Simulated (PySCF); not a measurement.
Worked example: oscillator strength and radiative lifetime

C₃H₇O, SMILES CC(C)=[OH+], charge +1.

Geometry: B3LYP-D3(BJ)/def2-SVP. The isomer is the one that the SMILES or the coordinates give; other isomers of the formula were not compared.

TDDFT-PBE0/def2-SVPD in PySCF puts the first singlet state with f over 0.02 at 7.81 eV (vertical), with the transition dipole (0.962, -0.285, 0.013) in atomic units.

Task: Find the oscillator strength, the wavelength and the radiative lifetime that this transition would have in vacuum if emission retraced absorption.

Result: 
|μ|² = 1.0068 au, so |μ| = 2.55 D. ΔE = 7.81/27.211 = 0.2870 hartree. f = (2/3) ΔE |μ|² = 0.193 (the program prints 0.192).
λ = 1239.84/7.81 = 159 nm; ν = 62992 cm⁻¹.
Einstein's coefficient A = 0.6670 ν² f s⁻¹ (ν in cm⁻¹) = 5.1e8 s⁻¹, so τ = 1/A = 2.0 ns. This state is S4; the lower singlets have f = 0.000, 0.002, 0.005. The figure is the radiative limit of this one transition; relaxation, internal conversion, crossing to triplets and a medium change what is measured.
